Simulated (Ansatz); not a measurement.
C₂H₇Sb⁺, that is SbMe2H with one electron fewer. Charge 1, multiplicity 2. Geometry r2SCAN-D4/def2-SVP, that of the neutral singlet; atoms count from 1.

```xyz
10

Sb    1.311    0.246   -0.096
C    -0.359    1.425    0.673
H    -0.552    1.132    1.716
H    -1.262    1.253    0.071
H    -0.101    2.493    0.650
C     0.133   -1.582   -0.301
H     0.682   -2.311   -0.915
H    -0.837   -1.365   -0.770
H    -0.030   -2.015    0.697
H     1.016    0.725   -1.725
```

In the def2 sets Sb takes a core potential; there is no spin–orbit coupling.

Question: Estimate the Mulliken populations from the PBE0/def2-TZVP orbitals of Ansatz.

Answer: 
```csv
atom,charge (e),spin (α − β)
Sb1,0.71,0.67
C2,-0.51,0.12
H3,0.20,0.00
H4,0.20,0.03
H5,0.21,0.00
C6,-0.51,0.12
H7,0.21,0.00
H8,0.20,0.03
H9,0.20,0.00
H10,0.10,0.05
```
Mulliken values depend strongly on the basis.

Question: Where does the spin sit?

Answer: Summed by element: Sb 0.67, C 0.24, H 0.09, of 1 unpaired in all. Largest on single atoms: Sb1 0.67, C2 0.12, C6 0.12.

Question: And the Mayer bond orders between heavy atoms (over 0.3)?

Answer: Sb1–C2 0.99 (2.18 Å); Sb1–C6 0.99 (2.18 Å).
